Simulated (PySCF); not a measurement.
**`F[C@H](Br)[C@H]1C[C@@H]1F`, C₄H₅BrF₂**

Geometry:
```csv
atom,x (Å),y (Å),z (Å)
F1,1.409,-1.997,0.245
C2,1.235,-0.714,-0.147
Br3,2.862,0.284,0.360
C4,0.030,-0.103,0.496
C5,-0.570,1.148,-0.085
C6,-1.289,-0.151,-0.220
F7,-2.401,-0.353,0.531
H8,1.196,-0.698,-1.242
H9,0.007,-0.217,1.574
H10,-0.120,1.576,-0.968
H11,-0.970,1.874,0.605
H12,-1.388,-0.650,-1.177
```

Theory: PySCF, TDDFT BHandHLYP/def2-SVPD circular dichroism and optical rotation, one conformer, gas phase. Geometry: GFN2-xTB.

The molecule is flexible and this is one conformer; a measurement averages over conformers. The calculation is non-relativistic, which matters for the atoms heavier than Zn. States above about 9.4 eV (minus the energy of the highest occupied orbital) lie near or above the ionisation threshold and depend on the basis.

Task: Draw the ECD and absorption spectra from the lowest 16 states, each a Gaussian of half-width 0.35 eV at 1/e height.

Result: 
| E (eV) | λ (nm) | Δε (L mol⁻¹ cm⁻¹) | ε (L mol⁻¹ cm⁻¹) |
| --- | --- | --- | --- |
| 5.74 | 216 | +0.15 | 16.5 |
| 5.89 | 211 | +0.40 | 50.1 |
| 6.04 | 205 | +0.73 | 108 |
| 6.19 | 200 | +0.87 | 167 |
| 6.34 | 196 | +0.64 | 185 |
| 6.49 | 191 | +0.24 | 148 |
| 6.64 | 187 | -0.01 | 85.4 |
| 6.79 | 183 | -0.06 | 35.4 |
| 6.94 | 179 | -0.03 | 11.2 |
| 7.09 | 175 | +0.02 | 11.1 |
| 7.24 | 171 | +0.19 | 75.6 |
| 7.39 | 168 | +1.11 | 443 |
| 7.54 | 164 | +4.31 | 1820 |
| 7.69 | 161 | +11.49 | 5240 |
| 7.84 | 158 | +20.92 | 10700 |
| 7.99 | 155 | +25.84 | 15800 |
| 8.14 | 152 | +21.29 | 17500 |
| 8.29 | 150 | +10.81 | 15200 |
| 8.44 | 147 | +1.79 | 11400 |
| 8.59 | 144 | -1.28 | 8250 |
| 8.74 | 142 | +2.86 | 6380 |
| 8.89 | 140 | +11.67 | 5330 |
| 9.04 | 137 | +18.43 | 4610 |
| 9.19 | 135 | +17.91 | 4010 |

Δε uses R in velocity form, ε uses f in length form. Only the states computed contribute, so the short-wavelength end is incomplete.
